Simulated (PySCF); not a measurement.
Al(Me)2(SeH) (C₂H₇AlSe), SMILES [CH3][Al]([SeH])[CH3]. Atoms are numbered in the order given.

```xyz
11

Al    -0.7745     0.5572    -0.1988
C     -2.5430    -0.2868    -0.1089
H     -2.5048    -1.3549     0.1605
H     -3.0667    -0.2042    -1.0787
H     -3.1823     0.2234     0.6346
C     -0.4521     2.4398    -0.6589
H      0.1861     2.5294    -1.5562
H      0.0767     2.9669     0.1554
H     -1.3880     2.9884    -0.8591
Se     1.0554    -0.8113     0.2841
H      2.0322     0.2726     0.0762
```

Coordinates come from a TPSSh-D3(BJ)/def2-SVP optimisation. The structure was generated by enumeration; whether it is a known compound was not checked. Other conformers were not sampled.

Computed with TPSSh-D3(BJ)/def2-SVP (PySCF 2.14.0).

Frequencies are harmonic and unscaled.

A small imaginary wavenumber (i) marks a very flat motion, where grid noise or a shallow saddle decides the sign.

| mode | ν (cm⁻¹) | IR (km/mol) | Raman (Å⁴/amu) | depolarisation | moving atoms (share of kinetic energy) |
|---|---|---|---|---|---|
| 1 | 23i | 0.0 | 0.0 | – | H 98 % |
| 2 | 59 | 0.0 | 0.1 | 0.75 | H 98 % |
| 3 | 126 | 4.5 | 1.8 | 0.73 | C 42 %, H 24 %, Al 22 %, Se 12 % |
| 4 | 144 | 2.6 | 2.9 | 0.69 | C 50 %, H 34 %, Se 14 % |
| 5 | 169 | 6.7 | 0.4 | 0.75 | Al 57 %, H 28 %, C 13 % |
| 6 | 269 | 6.2 | 2.0 | 0.75 | H 98 % |
| 7 | 346 | 19.3 | 16.7 | 0.10 | Al 40 %, Se 27 %, C 22 %, H 11 % |
| 8 | 551 | 5.6 | 8.8 | 0.74 | H 93 % |
| 9 | 582 | 4.2 | 2.8 | 0.23 | H 76 %, C 20 % |
| 10 | 583 | 24.8 | 13.2 | 0.14 | C 46 %, H 33 %, Al 20 % |
| 11 | 630 | 1.7 | 4.8 | 0.73 | H 63 %, C 29 % |
| 12 | 681 | 57.5 | 2.8 | 0.75 | H 71 %, C 20 %, Al 9 % |
| 13 | 717 | 93.0 | 0.5 | 0.75 | Al 39 %, H 35 %, C 25 % |
| 14 | 746 | 159.1 | 0.1 | 0.18 | H 63 %, C 22 %, Al 15 % |
| 15 | 1230 | 20.0 | 1.3 | 0.06 | H 80 %, C 20 % |
| 16 | 1232 | 11.2 | 1.9 | 0.02 | H 80 %, C 20 % |
| 17 | 1442 | 0.5 | 12.0 | 0.75 | H 96 % |
| 18 | 1445 | 0.2 | 9.9 | 0.74 | H 95 % |
| 19 | 1445 | 0.2 | 13.3 | 0.75 | H 95 % |
| 20 | 1446 | 4.1 | 4.8 | 0.75 | H 95 % |
| 21 | 2427 | 16.4 | 151.5 | 0.30 | H 99 % |
| 22 | 3011 | 7.0 | 93.4 | 0.02 | H 97 % |
| 23 | 3013 | 5.0 | 195.2 | 0.00 | H 97 % |
| 24 | 3088 | 8.4 | 102.2 | 0.75 | H 91 %, C 9 % |
| 25 | 3096 | 6.3 | 86.6 | 0.75 | H 91 %, C 9 % |
| 26 | 3109 | 11.2 | 120.3 | 0.72 | H 91 %, C 9 % |
| 27 | 3116 | 8.0 | 95.5 | 0.74 | H 91 %, C 9 % |
